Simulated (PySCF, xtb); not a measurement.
(E)-2-chloro-1-fluoroprop-1-ene (C3H4ClF), SMILES C/C(Cl)=C\F.

GFN2-xTB run with xtb at its own geometry gives an orbital gap of 4.66 eV and a dipole moment of 0.85 D.

Geometry: PBE0-D3(BJ)/def2-SVP.

What does PBE0/def2-TZVP run with PySCF give? (The exact figures need the calculation; the answer reports its results.)

gap 7.17 eV (levels -7.10 and 0.07 eV), dipole 0.51 D.
